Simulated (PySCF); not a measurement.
Radial density of Cu (copper, neutral)

M06-2X, [Ar] 3d9 4s1 4p1, one real determinant (an excited configuration). All numbers are calculated (PySCF 2.14, scalar relativity by spin-free X2C-1e, in x2c-TZVPPall with one added diffuse shell each of s, p, d, f type (7s6p5d3f1g, 80 functions)).

```csv
r (bohr),4πr²ρ (e/bohr),4πr²(ρα − ρβ)
0.000855,0.2262,0.0001
0.00144,0.5676,0.0002
0.00242,1.412,0.0005
0.00407,3.403,0.0011
0.00685,7.707,0.0025
0.0115,15.75,0.0049
0.0194,27.13,0.0079
0.0326,35.16,0.0084
0.0548,31.41,0.0057
0.0922,29.00,0.0231
0.155,39.98,0.1052
0.261,26.87,0.3745
0.439,18.80,1.0441
0.738,20.21,1.0734
1.24,6.110,0.5433
2.09,1.401,0.6998
3.51,0.5506,0.4993
5.91,0.08019,0.0800
9.93,0.002318,0.0023
```

Densities and radii are taken from the X2C orbitals without a picture-change correction, which distorts them close to the nucleus.

⟨L²⟩ = 8.02 against 12 for a pure F term, so this real determinant mixes terms.
